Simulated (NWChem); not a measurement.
Si3H7 cation

```xyz
10

Si     0.4496    -1.8727    -0.0593
Si    -1.0205    -0.0942    -0.1736
Si     0.4554     1.7759     0.1443
H      0.8811    -2.5007     1.2186
H      1.2311    -2.3674    -1.2248
H     -1.6140    -0.1439    -1.5382
H     -1.9752    -0.2807     0.9536
H     -0.4853     2.9264     0.0523
H      1.4573     1.7437    -0.9542
H      1.0758     1.6253     1.4874
```
Atoms are numbered in this order, from 1.

Computed with NWChem. Pople sets run with spherical d functions. The geometry was optimised at PBE0/def2-SVP. GIAO values for the isolated, static molecule; σ is the absolute isotropic shielding, δ = σ(reference) − σ with the isolated reference molecule computed at the same levels (1H: tetramethylsilane, 29Si: tetramethylsilane).

For level B3LYP/6-311G**:

| Quantity | Value |
|---|---|
| δ Si2 (ppm) | -45.9 |
| δ Si3 (ppm) | -102.1 |
| δ H6 (ppm) | 5.18 |
| δ H8 (rotor mean) (ppm) | 4.52 |

Q: How do the values read with level PBE0/pcSseg-1 instead?

A: The δ Si2 (ppm) is -51.6 and the δ Si3 (ppm) is -104.8. The δ H6 (ppm) is 5.05 and the δ H8 (rotor mean) (ppm) is 4.36.
